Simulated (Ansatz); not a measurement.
A search over several starts for the lowest SCF solution of Ni₄⁺ at the given spin, in a small basis.

```yaml
crystal:
  periodic: [false, false, false]
  atoms:
    - {symbol: Ni, position_ang: [-1.040593, 0.120478, -0.865612]}
    - {symbol: Ni, position_ang: [0.034433, 1.082776, 0.820465]}
    - {symbol: Ni, position_ang: [-0.157203, -1.126718, 0.743248]}
    - {symbol: Ni, position_ang: [1.163363, -0.076534, -0.698111]}
basis:
  gaussian: {orbitals: def2-SVP, initial_orbitals: start.molden}
total_charge: 1
magnetization: {spin_polarized: true, initial_magnetization: 3}
hamiltonian: {xc: pbe, dispersion: d4}
output: {orbitals: {seedname: orbitals}}
```

The file start.molden holds the orbitals of an earlier run on this structure, at another level or in another basis.

```sh
$ ansatz run in.yaml --threads 4 --pin off --events-out ev --progress --plain --max-ram 8704MiB
```

It prints (some lines left out):

```
Functional definition: PBE
1568 factors; their error is unknown
mean field evaluation 1: about -164120.2060 eV, gradient 4.9e0 eV
mean field evaluation 2: about -164120.3842 eV, gradient 4.9e-1 eV
mean field evaluation 4: about -164120.3141 eV, gradient 1.0e-1 eV
mean field evaluation 8: about -164120.3142 eV, gradient 2.0e-5 eV
mean field evaluation 16: about -163669.0164 eV, gradient 3.4e2 eV
mean field evaluation 32: about -164109.6950 eV, gradient 3.4e1 eV
mean field evaluation 64: about -164119.8060 eV, gradient 1.1e-1 eV
mean field evaluation 96: about -164120.1969 eV, gradient 5.5e0 eV
mean field evaluation 128: about -164120.0669 eV, gradient 1.2e0 eV
mean field evaluation 160: about -164119.1305 eV, gradient 1.1e1 eV
mean field evaluation 192: about -164119.6351 eV, gradient 1.2e0 eV
mean field -164120.31418246 eV, -6031.3103014609 hartree, gradient 2.1e-5 eV, S^2 3.838163; 7 other end points of the search recorded, 0 dependent functions left out
reference -164120.31423338 eV, -6031.3103033323 hartree; 57, 54 occupied and 67, 70 virtual orbitals, 1568 factors
Total energy: -164120.48402317 eV, -6031.3165429920 hartree
```

Run time 82 s (4 threads of Arm Neoverse N1 on a shared host).

Other converged states that the search met: 0.51 eV higher (⟨S²⟩ = 3.90).

The structure comes from a short search, and lower isomers may exist.
